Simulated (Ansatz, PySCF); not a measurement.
BBr3, SMILES Br[B-](Br)Br, charge -1, multiplicity 2. Atoms are numbered in the order given.

```xyz
4

B      0.0000     0.0000    -0.5424
Br     1.6856     0.9732     0.0197
Br    -1.6856     0.9732     0.0197
Br     0.0000    -1.9464     0.0197
```
Charge -1, spin multiplicity 2.

Geometry optimised at r2SCAN-D4/def2-SVPD.

Two levels are set side by side: PBE-D3(BJ)/def2-SVPD (Ansatz, a program for electronic structure) and r2SCAN-D4/def2-SVPD (Ansatz). Each level has its own optimised geometry; the coordinates shown are those of the second. Frequencies come from the Hessian of PySCF at each geometry. Differences are taken from unrounded values.

```
quantity                            r2SCAN-D4  PBE-D3(BJ)  PBE-D3(BJ) minus r2SCAN-D4
----------------------------------  ---------  ----------  --------------------------
mean bond length (Å)                    2.026       2.026                       0.000
bond B1–Br2 (Å)                         2.026       2.026                       0.000
bond B1–Br3 (Å)                         2.026       2.026                       0.000
bond B1–Br4 (Å)                         2.026       2.026                       0.000
highest harmonic wavenumber (cm⁻¹)        587         585                          -2
mean harmonic wavenumber (cm⁻¹)           338         333                          -5
zero-point energy (kcal/mol)             2.90        2.85                       -0.05
```

Here PBE gives about what the other level gives.
